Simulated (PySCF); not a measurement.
Computed shifts of a molecule C₃H₄BF₃, PBE/pcSseg-1 run with PySCF, GIAO, gas phase, equivalent atoms averaged, in ppm (number of nuclei): ¹³C: 196.3 (1), 97.9 (1), 23.8 (1). ¹⁹F: -31.7 (1), -90.9 (1), -110.2 (1). ¹H: 5.31 (1), 2.78 (3). References: ¹³C against TMS (σ = 182.0 ppm); ¹⁹F against CFCl3 (σ = 133.6 ppm); ¹¹B against BF3 (σ = 83.9 ppm); ¹H against TMS (σ = 31.49 ppm), references at their B3LYP-D3(BJ)/def2-TZVP geometries, non-relativistic. Geometry: PBE-D3(BJ)/def2-SVP. Other conformers were not sampled.

Question: Which molecule gave these data?
(A) CB(F)/C(F)=C\F
(B) FB1C[C@H](F)[C@@H]1F
(C) C/C(F)=C\B(F)F
(D) C=CB(F)C(F)F

Answer: C, C/C(F)=C\B(F)F
